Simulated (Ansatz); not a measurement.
Reaction (redistribution): `C[N](C)[Hf]([F])([SH])[Cl]` + `CS[SiH2]I` → `C[N](C)[Hf]([F])([Cl])[I]` + `CS[SiH2]S`

Computed with Ansatz on PBE0-D4/def2-TZVP structures; ΔE is electronic, products minus reactants. CBS: MP2 limit from def2 TZ/QZ plus the TZ coupled-cluster correction, frozen cores. Functionals use def2-TZVPP. B3LYP here is the variant with VWN-RPA as its local correlation; programs differ in this. def2 core potentials past Kr. For Hf, I outer-core shells are correlated without core-valence functions, which leaves a few kJ/mol of doubt a bond. Each species was taken in one conformer, which may not be the lowest.

| level | ΔE (kJ/mol) | difference from CCSD(T)/CBS |
| --- | --- | --- |
| LDA (SPW92) | -33.8 | 1.9 |
| PBE-D4 | -31.9 | 3.8 |
| revPBE-D4 | -32.0 | 3.7 |
| BLYP-D4 | -31.8 | 3.9 |
| r2SCAN-D4 | -35.9 | -0.2 |
| B97M-V | -35.5 | 0.2 |
| PBE0-D4 | -35.1 | 0.6 |
| B3LYP-D4 | -34.5 | 1.2 |
| r2SCANh-D4 | -36.5 | -0.8 |
| r2SCAN0-D4 | -37.5 | -1.8 |
| BHLYP-D4 | -38.0 | -2.3 |
| CAM-B3LYP-D4 | -36.6 | -0.9 |
| ωB97M-V | -36.6 | -0.9 |
| B2PLYP | -38.2 | -2.5 |
| PBE-QIDH | -39.8 | -4.1 |
| PBE | -32.2 | 3.5 |
| revPBE | -31.5 | 4.2 |
| BLYP | -32.2 | 3.5 |
| r2SCAN | -35.9 | -0.2 |
| PBE0 | -35.3 | 0.4 |
| B3LYP | -35.0 | 0.7 |
| r2SCANh | -36.5 | -0.8 |
| r2SCAN0 | -37.5 | -1.8 |
| BHLYP | -38.7 | -3.0 |
| LC-ωPBE | -36.8 | -1.1 |
| RPA@PBE/def2-TZVPP | -38.4 | -2.7 |
| HF/def2-SVP | -41.3 | -5.6 |
| MP2/def2-SVP | -42.2 | -6.5 |
| CCSD/def2-SVP | -39.7 | -4.0 |
| CCSD(T)/def2-SVP | -40.0 | -4.3 |
| HF/def2-TZVPP | -43.1 | -7.4 |
| MP2/def2-TZVPP | -42.0 | -6.3 |
| SCS-MP2/def2-TZVPP | -41.2 | -5.5 |
| CCSD/def2-TZVPP | -39.7 | -4.0 |
| CCSD(T)/def2-TZVPP | -39.5 | -3.8 |
| MP2/def2-QZVPP | -39.7 | -4.0 |
| SCS-MP2/def2-QZVPP | -39.1 | -3.4 |
| HF/CBS(def2) | -42.9 | -7.2 |
| MP2/CBS(def2) | -38.1 | -2.4 |
| CCSD/CBS(def2) | -35.8 | -0.1 |
| CCSD(T)/CBS | -35.7 | 0 |

What do rigid-rotor, harmonic-oscillator terms from PBE0-D4/def2-TZVP frequencies (298.15 K, 1 bar) make of the CCSD(T)/CBS value? (Best estimate.)

Computed: ΔZPE = +2.5 kJ/mol, ΔH = -33.8 kJ/mol, ΔS = -8 J/(mol·K), ΔG = -31.4 kJ/mol. Modes under 50 cm⁻¹ make the entropy rough.

Largest T1 diagnostic among the species: 0.015.

From PBE to PBE0 (25 % exact exchange), in def2-TZVPP and without D4, ΔE moves by −3.1 kJ/mol. Leaving LDA and LC-ωPBE aside and taking each functional with its dispersion term where it has one, the values spread over 8.0 kJ/mol, from PBE-QIDH to BLYP-D4. At CCSD(T), def2-SVP lies −4.3 kJ/mol from the extrapolated value and def2-TZVPP −3.8 kJ/mol.
